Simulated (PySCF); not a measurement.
C3H8FN2Si (doublet state).
Z-matrix (Å and degrees, GFN2-xTB geometry), rows numbered from 1:
```
C 
C   1  1.5333
C   2  1.5485  1  110.88
N   3  1.3955  2  113.21  1  -108.05
Si  4  1.7059  3  111.96  2    -4.90
F   5  1.6139  4  116.08  3  -116.52
N   2  1.4320  1  111.83  3  -117.18
H   1  1.0870  2  110.56  3   -63.41
H   1  1.0875  2  109.30  3    57.11
H   1  1.0882  2  110.18  3   176.58
H   2  1.0998  1  108.56  3   121.40
H   3  1.0987  2  111.76  1    15.48
H   3  1.1007  2  110.06  1   131.61
H   5  1.4491  4  117.86  3   119.27
H   7  1.0039  2  116.18  1   -62.69
```

The hyperfine couplings belong to this conformer and change with its torsions.

As a line formula: `C[C@@H]1C[N][Si@@H](F)N1` [radical].

Level of theory: UKS B3LYP, pcH-1 on C F H N Si, non-relativistic, mean-field spin-orbit, GIAO in PySCF. Isolated species at its GFN2-xTB geometry (one conformer only). A GFN2-xTB geometry isn't a minimum of the functional, and hyperfine couplings can be far from their values at a DFT geometry. Stability of the SCF solution: not tested.

(1) Match the computed a_iso(13C) values -32.9, +13.5, -4.1 MHz with the sites C1; C2; C3.

(2) The isotropic 14N couplings are +27.2, +4.3 MHz. Assign them to N4; N7.

Answers

(1) 
```tsv
site	a_iso (MHz)	ρ(0) (bohr⁻³)	position	distance from N4 (Å)	spin population	largest |T| (MHz)
C1	+13.5	+0.0120	3 bonds from N4	3.44	+0.01	2.3
C2	-4.1	-0.0037	2 bonds from N4	2.46	0.00	1.2
C3	-32.9	-0.0293	1 bond from N4	1.40	-0.07	5.4
```

(2) 
| site | a_iso (MHz) | ρ(0) (bohr⁻³) | position | distance from N4 (Å) | spin population | largest \|T\| (MHz) |
| --- | --- | --- | --- | --- | --- | --- |
| N4 | +27.2 | +0.0838 | largest spin population | 0.00 | +0.84 | 74.7 |
| N7 | +4.3 | +0.0133 | 2 bonds from N4 | 2.50 | +0.07 | 7.2 |

ρ(0) is the spin density at the nucleus and T the dipolar tensor; a_iso includes a spin–orbit part; entries for several nuclei are means. The Mulliken spin populations are largest on N4 (+0.84), H13 (+0.09), C3 (-0.07) and N7 (+0.07). N4 is the only atom above +0.15. The positive populations add up to 1.09 and the negative ones to -0.09, together 2S = 1.

The spin density at the nucleus, in bohr⁻³, is negative for Si5 (-0.0339), C3 (-0.0293) and C2 (-0.0037), for instance. A restricted open-shell determinant has no negative spin density anywhere; here it arises because α and β orbitals differ (spin polarisation).

Means are taken over nuclei equivalent by connectivity, which assumes that they swap fast.

The run took 75 s wall (grids of density and orbitals included) on one thread, Arm Neoverse V1 (aarch64), on a shared host, and the process peaked at 0.97 GiB of memory.
